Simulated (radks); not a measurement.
Task: The table gives one normalised radial function P(r) = r R(r) (large component) of Tm2+ in [Xe] 4f11 5d2 (r in bohr). All-electron calculation, Dirac Kohn-Sham, LDA (Slater exchange, Perdew-Wang correlation), spin-unpolarised, spherical densities, finite nucleus; open shells fill j = l - 1/2 first; Fermi nuclear charge, rms radius 5.2256 fm. Program: a radial shooting solver on a logarithmic mesh with Libxc functionals.

r           P
0.001796   0.0000
0.002434   0.0000
0.003299   0.0001
0.004436   0.0002
0.006011   0.0004
0.008147   0.0008
0.01095    0.0019
0.01485    0.0042
0.02012    0.0093
0.02727    0.0195
0.03666    0.0381
0.04968    0.0706
0.06733    0.1184
0.09053    0.1714
0.1227     0.2041
0.1663     0.1670
0.2254     0.0255
0.303     -0.1745
0.4106    -0.3080
0.5565    -0.2273
0.7482     0.0588
1.014      0.4188
1.374      0.6696
1.863      0.7200
2.504      0.5926
3.394      0.3667
4.599      0.1585
6.184      0.0440
8.381      0.0063

Which n and l does it have? It may be an empty orbital.

Result: n = 5, l = 2: the number of nodes gives n - l - 1 = 2, the rise at small r points to l (this Dirac orbital starts outside the nucleus as r^gamma with gamma = sqrt((l + 1)^2 - (Z/c)^2) = 2.96; the j = 5/2 orbital of l + 1 starts with the same power, but with a smaller coefficient, and then steepens), and the extent must fit the shell. The curve is that of 5d5/2; the two j differ most near the nucleus, where j = l - 1/2 has the larger amplitude, and in heavy atoms j = l - 1/2 is also the more compact. 5d5/2 (empty): eigenvalue -16.698 eV, 2 radial nodes at r = 0.235, 0.711 bohr, <r> = 2.18 bohr, 90 % of the charge inside 3.37 bohr.
